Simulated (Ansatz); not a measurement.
A run for Ansatz (a first-principles code): R-r2SCAN/def2-TZVPP on CH5BO (SMILES BOC), a point of a torsion scan.

Ansatz 0.2 input:
```yaml
crystal:
  periodic: [false, false, false]
  atoms:
    - {symbol: B, position_ang: [1.32170766, -0.20352156, 0.24397320]}
    - {symbol: O, position_ang: [0.15822476, -0.18922530, 0.87787525]}
    - {symbol: C, position_ang: [-0.67886987, -1.30872923, 1.05841967]}
    - {symbol: H, position_ang: [1.57020062, -0.95634923, -0.63312682]}
    - {symbol: H, position_ang: [1.98780359, 0.74610481, 0.42264451]}
    - {symbol: H, position_ang: [-1.28133226, -1.48999582, 0.16249408]}
    - {symbol: H, position_ang: [-0.09715113, -2.20619627, 1.27435673]}
    - {symbol: H, position_ang: [-1.34377405, -1.09442955, 1.89676418]}
basis:
  gaussian:
    orbitals: def2-TZVPP
hamiltonian:
  xc: {name: r2SCAN}
scf: {lower_state_search: off}
```

It printed:

```
WARN ansatz: RAYON_NUM_THREADS=1 ignored (pool sized by the plan → 1); use --threads N
Functional definition: r2SCAN
these checks for a lower state are left out or cut short: stability, starts, cluster_reference, orbital_swaps, neighbouring_geometries, increment
integrals: 0.05 GiB planned
795 factors; their error is unknown
mean field: 0.53 GiB planned
mean field evaluation 1: about -3835.9408 eV, gradient 5.1e1 eV
mean field evaluation 2: about -3826.8816 eV, gradient 8.5e1 eV
mean field evaluation 4: about -3841.3672 eV, gradient 4.0e0 eV
mean field evaluation 8: about -3841.3879 eV, gradient 4.7e-1 eV
mean field evaluation 16: about -3841.3881 eV, gradient 9.6e-6 eV
mean field -3841.38814003 eV, -141.1684103598 hartree, gradient 9.6e-6 eV, S^2 0.000000; 0 other end points of the search recorded, 0 dependent functions left out
reference -3841.38815199 eV, -141.1684107993 hartree; 12, 12 occupied and 151, 151 virtual orbitals, 795 factors
Total energy: -3841.38815199 eV, -141.1684107993 hartree
Checks for a lower state left out: stability, starts, cluster_reference, orbital_swaps, neighbouring_geometries, increment
```

Self-consistency was reached.

Cost: about 2.0 core-seconds (a rough figure).
